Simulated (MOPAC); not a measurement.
MOPAC input (PM7):

```
PM7 1SCF UHF MS=0.5 GEO-OK AUX(PRECISION=9) THREADS=1
CH2BCl2S

C    -2.44397300 1   -0.14565100 1    0.36053100 1
S    -0.98132800 1   -0.97337600 1    0.64675900 1
B     0.33608400 1    0.02750200 1   -0.05367900 1
Cl    0.06554400 1    1.55859000 1   -0.86271200 1
Cl    1.96378600 1   -0.60995000 1    0.10919600 1
H    -2.46992200 1    0.80009300 1   -0.15541200 1
H    -3.34402600 1   -0.61655800 1    0.72225700 1
```

From the output:

```
                                                       MOPAC v23.2.5 Linux

          FINAL HEAT OF FORMATION =        -45.76263 KCAL/MOL =    -191.47086 KJ/MOL

          COSMO AREA              =        135.85 SQUARE ANGSTROMS
          COSMO VOLUME            =        127.51 CUBIC ANGSTROMS

          IONIZATION POTENTIAL    =          8.988275 EV
          ALPHA SOMO LUMO (EV)    =         -8.988 -2.019
          BETA  SOMO LUMO (EV)    =        -10.491 -2.276
          NO. OF ALPHA ELECTRONS  =         15
          NO. OF BETA  ELECTRONS  =         14
          MOLECULAR WEIGHT        =        127.8028         POINT GROUP:  Cs

          MOLECULAR DIMENSIONS (Angstroms)

            Atom       Atom       Distance
            H     7   Cl     5     5.34310
           Cl     4    S     2     2.88200
            S     2    B     3     0.00000

          SCF CALCULATIONS        =          1

   ATOM   CHEMICAL          X               Y               Z
  NUMBER   SYMBOL      (ANGSTROMS)     (ANGSTROMS)     (ANGSTROMS)

     1       C         -2.44397300  *  -0.14565100  *   0.36053100  *
     2       S         -0.98132800  *  -0.97337600  *   0.64675900  *
     3       B          0.33608400  *   0.02750200  *  -0.05367900  *
     4      Cl          0.06554400  *   1.55859000  *  -0.86271200  *
     5      Cl          1.96378600  *  -0.60995000  *   0.10919600  *
     6       H         -2.46992200  *   0.80009300  *  -0.15541200  *
     7       H         -3.34402600  *  -0.61655800  *   0.72225700  *

                             CARTESIAN COORDINATES

   1    C       -2.443973000    -0.145651000     0.360531000
   2    S       -0.981328000    -0.973376000     0.646759000
   3    B        0.336084000     0.027502000    -0.053679000
   4   Cl        0.065544000     1.558590000    -0.862712000
   5   Cl        1.963786000    -0.609950000     0.109196000
   6    H       -2.469922000     0.800093000    -0.155412000
   7    H       -3.344026000    -0.616558000     0.722257000

           Empirical Formula: C H2 S B Cl2  =     7 atoms

      MOLECULAR POINT GROUP   :   Cs

          ALPHA EIGENVALUES
 -28.15141 -25.95964 -25.55951 -21.44783 -16.26203 -15.30845 -14.79563 -13.66976
 -13.00944 -12.03932 -11.81981 -11.68785 -11.57114 -10.59048  -8.98827  -2.01874
  -0.94539  -0.79475  -0.18564  -0.01791   0.41106   0.44098   0.51689   1.90059
   2.53812   5.23775   5.37343  68.75585  68.85248  69.34283  69.58252  69.59473
  69.63967  69.98992  70.01594  70.45706  70.47233

           BETA EIGENVALUES
 -28.07277 -25.87225 -25.47310 -21.14424 -16.09885 -15.22832 -14.74733 -13.55879
 -12.88762 -11.95237 -11.60951 -11.56431 -10.58348 -10.49072  -2.27606  -0.88734
  -0.80450  -0.68029  -0.14660   0.44445   0.50145   0.54614   0.80989   2.05566
   2.68556   5.38592   5.58906  68.75955  68.86508  69.34502  69.59056  69.60725
  69.65040  70.00454  70.02267  70.46590  70.48619

              NET ATOMIC CHARGES AND DIPOLE CONTRIBUTIONS

  ATOM NO.   TYPE          CHARGE      No. of ELECS.   s-Pop       p-Pop       d-Pop
    1          C          -0.396977        4.3970     1.14546     3.25152
    2          S           0.097596        5.9024     1.86204     3.87021     0.17016
    3          B           0.247926        2.7521     0.66431     2.08777
    4         Cl          -0.160462        7.1605     1.98812     5.16965     0.00270
    5         Cl          -0.138620        7.1386     1.98826     5.14821     0.00215
    6          H           0.175127        0.8249     0.82487
    7          H           0.175410        0.8246     0.82459
 DIPOLE           X         Y         Z       TOTAL
 POINT-CHG.    -1.653    -0.787     0.622     1.934
 HYBRID        -0.323     0.575    -0.278     0.716
 SUM           -1.976    -0.213     0.343     2.017

          ATOMIC ORBITAL ELECTRON POPULATIONS

     Atom    s        px        py        pz      x^2-y^2     xz        z^2       yz        xy
    1  C   1.14546   1.04903   1.11092   1.09157
    2  S   1.86204   0.98851   1.36444   1.51726   0.02179   0.06234   0.01818   0.00920   0.05864
    3  B   0.66431   0.81216   0.70579   0.56982
    4 Cl   1.98812   1.94864   1.45297   1.76804   0.00070   0.00032   0.00028   0.00072   0.00068
    5 Cl   1.98826   1.38953   1.86032   1.89836   0.00083   0.00031   0.00035   0.00012   0.00054
    6  H   0.82487
    7  H   0.82459

                    (SZ)    =    0.500000
                    (S**2)  =    0.774604

          ATOMIC ORBITAL SPIN POPULATIONS

    Atom   Total    s     px     py     pz   x^2-y^2  xz     z^2    yz     xy
         Atomic
    1  C  0.8859  0.023  0.040  0.205  0.617
    2  S  0.0335  0.001 -0.020 -0.011 -0.000  0.002  0.047  0.001  0.001  0.014
    3  B  0.0919  0.003 -0.002  0.020  0.072
    4 Cl  0.0185  0.000  0.000  0.004  0.014 -0.000  0.000 -0.000  0.000  0.000
    5 Cl  0.0194  0.000  0.000  0.004  0.015  0.000  0.000  0.000  0.000  0.000
    6  H -0.0248 -0.025
    7  H -0.0245 -0.025

 **********************
 *                    *
 * JOB ENDED NORMALLY *
 *                    *
 **********************

 == MOPAC DONE ==
```

The geometry given is a B3LYP-D3(BJ)/def2-TZVP minimum.
